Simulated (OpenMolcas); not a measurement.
**Pt2+ in CaO: curves along the breathing mode**

Pt2+ with its 6 nearest oxide ions, on the Ca site of CaO (a = 4.8105 Å, distance in the model lattice 2.405 Å). The rest of the host is ab initio model potentials to 7.6 Å, with orthogonalisation functions on the cations behind the ligands, and point charges beyond; the distance is set by hand and nothing relaxes. Ligand basis ANO-RCC-VDZP.

- Program: OpenMolcas
- Method: CASSCF
- Basis: ANO-RCC-VDZP [7s6p4d2f]
- Scalar Hamiltonian: DKH2, point nucleus
- Active space: 8 electrons in 5 orbitals (5d)
- State averaging: 2S+1 = 3 even, 10 roots; 2S+1 = 1 even, 15 roots
- Spin-orbit coupling: RASSI with atomic mean-field integrals over the reference wave functions

Spin-free energies (labels of O, the rotations of Oh) in cm-1 above the lowest fitted minimum, as all ligands move together:

```csv
R (Å),3A2,1E,3T2,1A1,3T1,1T2,1T1
2.11,29120,40370,53700,49830,61420,64400,67750
2.159,17840,29130,40660,38510,48300,51390,54760
2.209,9450,20730,30670,30000,38210,41410,44800
2.259,3840,15110,23660,24250,31100,34400,37790
2.309,760,11970,19350,20980,26660,30050,33460
2.358,-10,11140,17520,20000,24700,28170,31580
2.408,1370,12430,17940,21150,25000,28530,31940
```

Cubic fits give the following; the wavenumber is harmonic, with the mass of all moving ligands, small differences in it between states hang on the degree of the fit, a number in brackets counts states of one label, and the table is a selection of at most 14 states with clean curves.

```json
{"State": "3A2", "R0 (Å)": "2.350", "Breathing mode (cm-1)": "548", "Minimum (cm-1)": "0"}
{"State": "1E", "R0 (Å)": "2.352", "Breathing mode (cm-1)": "544", "Minimum (cm-1)": "11160"}
{"State": "3T2", "R0 (Å)": "2.374", "Breathing mode (cm-1)": "550", "Minimum (cm-1)": "17440"}
{"State": "1A1", "R0 (Å)": "2.356", "Breathing mode (cm-1)": "542", "Minimum (cm-1)": "20040"}
{"State": "3T1", "R0 (Å)": "2.377", "Breathing mode (cm-1)": "547", "Minimum (cm-1)": "24580"}
{"State": "1T2", "R0 (Å)": "2.375", "Breathing mode (cm-1)": "546", "Minimum (cm-1)": "28080"}
{"State": "1T1", "R0 (Å)": "2.375", "Breathing mode (cm-1)": "546", "Minimum (cm-1)": "31490"}
{"State": "3T1(2)", "R0 (Å)": "2.392", "Breathing mode (cm-1)": "554", "Minimum (cm-1)": "38240"}
{"State": "1T2(2)", "R0 (Å)": "2.393", "Breathing mode (cm-1)": "554", "Minimum (cm-1)": "47390"}
{"State": "1E(2)", "R0 (Å)": "2.393", "Breathing mode (cm-1)": "554", "Minimum (cm-1)": "47380"}
{"State": "1A1(2)", "R0 (Å)": "2.391", "Breathing mode (cm-1)": "553", "Minimum (cm-1)": "64660"}
```

The minimum of 3T2 is shifted by +0.0234 Å against 3A2 (from the unrounded fits). With M = 96.0 u for the moving shell, the Huang-Rhys factor in this mode is S = M ω ΔR² / 2ħ = 0.01483 × 96.0 × 548 × 0.0234² = 0.43. Only the first shell moves, against a rigid host.

Without dynamic correlation the repulsion within the d shell is too large (B by tens of per cent), so at a given field states of lower spin stand too high. Real 4d8 and 5d8 ions are as a rule square planar and diamagnetic. With metal d orbitals alone the field can be off either way by tens of per cent. Ligand-to-metal charge-transfer states are missing. With no ligand orbital active B as a rule stays too high, so bands that hang on it stand too high and its fall with covalency is understated. The least metal-like active orbital is 79 % on the metal (Löwdin) and no ligand orbital is active, so the numbers are rough (holds for R = 2.11; R = 2.159). The least metal-like active orbital is 80 % on the metal (Löwdin) and no ligand orbital is active, so the numbers are rough (holds for R = 2.209; R = 2.259; R = 2.408). The least metal-like active orbital is 81 % on the metal (Löwdin) and no ligand orbital is active, so the numbers are rough (holds for R = 2.309; R = 2.358). No measured value stands beside these numbers.
